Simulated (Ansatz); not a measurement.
`C[S][Zr]([Cl])([S]C)[S]C`, relaxed with RKS PBE0-D4/def2-TZVP in Ansatz 0.2.0 from a GFN2-xTB geometry. The force threshold is 0.005 eV/Å; the program also tests the step.

The species carries charge 0 and has multiplicity 1. Zr: def2 effective core potential.

Start:

```xyz
17

C     2.601   -0.486   -0.061
S     0.983   -1.364   -0.034
Zr   -0.113    0.760    0.424
Cl    0.836    1.544    2.350
S    -2.458    0.135    0.605
C    -2.014   -0.820    2.117
S     0.339    1.996   -1.627
C    -0.635    0.738   -2.557
H     2.818   -0.109    0.944
H     2.563    0.330   -0.796
H     3.362   -1.208   -0.353
H    -2.919   -1.313    2.473
H    -1.646   -0.133    2.887
H    -1.261   -1.579    1.862
H    -1.674    0.751   -2.211
H    -0.186   -0.252   -2.413
H    -0.595    1.010   -3.611
```

```
         step  energy (eV)  largest force (eV/Å)  largest move (Å)
            1  -49556.4531                 1.398             0.000
            2  -49556.6163                 0.395             0.195
            3  -49556.6537                 0.240             0.116
            4  -49556.6735                 0.299             0.168
            5  -49556.6846                 0.246             0.122
            6  -49556.6942                 0.232             0.200
            7  -49556.7009                 0.182             0.066
            8  -49556.7103                 0.418             0.195
            9  -49556.7194                 0.358             0.114
           10  -49556.7232                 0.166             0.200
           11  -49556.7300                 0.116             0.114
           13  -49556.7364                 0.147             0.072
           15  -49556.7417                 0.165             0.102
           17  -49556.7457                 0.109             0.065
           19  -49556.7480                 0.059             0.077
           21  -49556.7485                 0.015             0.045
           23  -49556.7488                 0.016             0.019
25 (rejected)  -49556.7486                 0.059             0.074
           27  -49556.7490                 0.003             0.019
           29  -49556.7491                 0.006             0.005
           31  -49556.7491                 0.005             0.021
           32  -49556.7491                 0.004             0.006
```

End:

```xyz
17

C     2.453   -0.609   -0.154
S     0.842   -1.460   -0.008
Zr   -0.254    0.628    0.486
Cl    0.789    1.807    2.247
S    -2.522    0.051    0.977
C    -1.983   -0.772    2.516
S    -0.302    1.971   -1.513
C    -0.423    0.800   -2.907
H     3.102   -0.924    0.661
H     2.373    0.484   -0.122
H     2.898   -0.874   -1.112
H    -2.320   -1.808    2.493
H    -2.416   -0.251    3.368
H    -0.893   -0.787    2.648
H    -1.430    0.856   -3.318
H    -0.210   -0.221   -2.597
H     0.296    1.108   -3.666
```

It took 80 s on 4 threads of an AMD EPYC 7R13 on a shared host and a share of an NVIDIA H100 80 GB, with 1.1 GiB of host memory at the peak.
